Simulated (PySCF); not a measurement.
CH4AlOSi (calculated)

All values are calculated (PySCF 2.14.0). Calculation on a computer-drawn molecule: the log of a Hartree-Fock and frozen-core CCSD(T) single point meant for a local Hartree-Fock minimum, with one planted fault or none, to be diagnosed. Offsets are logged minus clean, where the clean run is the same molecule without the fault. The reference is restricted for singlets and unrestricted otherwise, and also for a bond in bohr or an excited solution. Adding or removing an electron swaps singlet and doublet. The excited solution moves the top pair (singlet) or top alpha electron (doublet) to the lowest empty orbital. Highest occupied and lowest empty are orbital energies over both spins, largest force is the largest gradient component, triples share is (T) over the correlation energy, the T1 limit is 0.02 restricted and 0.045 unrestricted, electrons count all cores, a negative frequency is imaginary (commonest isotopes), and the dipole is about the centre of nuclear charge.

## CH4AlOSi

Logged structure:
```xyz
8
CH4AlOSi
C     -1.4840     1.2279     1.5358
Si    -0.2732     1.1943     0.3678
O      0.7583    -0.0126     0.0781
Al     1.8003    -1.3520    -0.0342
H     -1.6977     0.4198     2.2252
H     -2.1127     2.1076     1.6224
H     -0.0205     2.3172    -0.5428
H      1.5643    -2.3308    -1.2671
```

* meant charge: 0
* meant multiplicity: 2
* meant basis: cc-pV(D+d)Z
* logged electrons: 44
* logged basis functions: 94
* logged SCF converged: yes
* logged spin squared: 0
* logged highest occupied: -11.707 eV
* logged lowest empty: -7.2409 eV
* logged largest force: 0.056827 hartree/bohr
* logged T1 diagnostic: 0.056262
* logged D1 diagnostic: 0.24498
* logged triples share: 0.04025
* logged CC converged: yes
* logged dipole magnitude: 10.92 debye
* logged SCF stable within its kind: yes
* logged energy HF: -645.63711 hartree
* logged energy CCSD(T): -646.15874 hartree
* possible faults: no fault, one electron removed, one electron added, multiplicity raised by two, geometry at a saddle point, SCF held on an excited solution, minimal basis STO-3G, one bond length entered in bohr, all coordinates scaled
* planted fault: one electron removed
* HF energy offset from clean run: 183.9 kcal/mol
* CCSD(T) energy offset from clean run: 176.4 kcal/mol

Drawn bonds:
| atom | other atom | order |
| --- | --- | --- |
| 1 | 2 | 2 |
| 2 | 3 | 1 |
| 3 | 4 | 1 |
| 1 | 5 | 1 |
| 1 | 6 | 1 |
| 2 | 7 | 1 |
| 4 | 8 | 1 |

Notes: T1 above single-reference limit.
